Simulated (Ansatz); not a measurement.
A nudged elastic band was laid between two geometries of BH9SSi2Sn (14 atoms, charge 0, multiplicity 1).

The calculation used RKS PBE-D4/def2-SVP (Ansatz).

| Property | Result |
| --- | --- |
| movable images | 5 |
| climbing image | yes |
| spring | 5.0 eV/Å² |
| optimiser | quadratic models (default) |
| start path | IDPP |
| force threshold | 0.05 eV/Å |
| iteration limit | 60 |
| end points | relaxed |

First end point:

```xyz
14
Properties=species:S:1:pos:R:3
Si -1.760 0.265 -0.826
B -0.007 -0.718 -0.747
Si 0.426 -1.552 0.912
S -0.269 -0.936 2.823
Sn 1.622 0.967 -0.397
H -1.736 1.491 -1.707
H -2.163 0.766 0.550
H -2.894 -0.608 -1.305
H 0.411 -1.350 -1.704
H 1.513 -2.547 1.234
H -1.210 -0.098 2.285
H 2.075 1.443 -1.995
H 0.900 2.295 0.448
H 3.078 0.552 0.457
```

Last end point:

```xyz
14
Properties=species:S:1:pos:R:3
Si -1.012 -0.785 -1.781
B -0.742 0.183 -0.031
Si -0.113 -0.908 1.397
S -0.236 -0.581 3.499
Sn 1.387 1.216 -0.238
H -2.376 -1.428 -1.869
H 0.007 -1.885 -1.975
H -0.879 0.137 -2.969
H -1.504 1.075 0.306
H 0.832 -2.076 1.290
H -1.127 0.447 3.381
H 1.920 0.999 -1.870
H 1.135 2.890 0.109
H 2.695 0.688 0.780
```

Task: Which bonds break or form, and what moves?

Result: No bond is made or broken. The dihedral H9–B2–Si3–S4 changes from -173 to -13° by way of a nearly straight angle H9–B2–Si3 (up to 165°), not by a turn about the bond.

Task: What energy profile does the band end with?

Result: It converged. The highest image is number 3 of 0 to 6, 1.75 eV above the first end and 1.71 eV above the last; the last end lies 0.04 eV above the first. The profile has 2 maxima (images 3, 5) with wells between them (image 4): this band takes more than one step, which may be the mechanism or a detour left from its start path. Neighbouring images differ by up to 1.7 eV, so the band resolves the path poorly. A vibrational analysis at the climbing image gives one clearly imaginary mode, 562i cm⁻¹: a first-order saddle point.

```tsv
image	path coordinate (Å)	energy (eV)	angle H9–B2–Si3 (°)
0	0.00	0.00	112
1	2.08	0.10	110
2	4.17	0.39	103
3	6.25	1.75	165
4	10.46	0.05	112
5	14.68	0.24	117
6	18.89	0.04	115
```

Task: What is the geometry of the highest image?

Result: 
```xyz
14
Properties=species:S:1:pos:R:3
Si -2.001 0.044 -0.501
B -0.003 0.068 -0.254
Si 0.474 -0.387 1.466
S -0.794 -0.903 3.117
Sn 2.153 0.413 -1.128
H -2.532 1.399 -0.901
H -2.722 -0.361 0.762
H -2.418 -0.925 -1.580
H 0.000 0.398 -1.440
H 1.859 -0.478 2.027
H -1.962 -0.767 2.421
H 2.420 -0.672 -2.451
H 2.292 2.042 -1.697
H 3.222 0.098 0.187
```

The band took 52 iterations and about 19 core-minutes.

Time of the run: 10 min on 2 threads of Intel(R) Xeon(R) Platinum 8488C (Sapphire Rapids), on a shared host, peak memory 0.22 GiB.
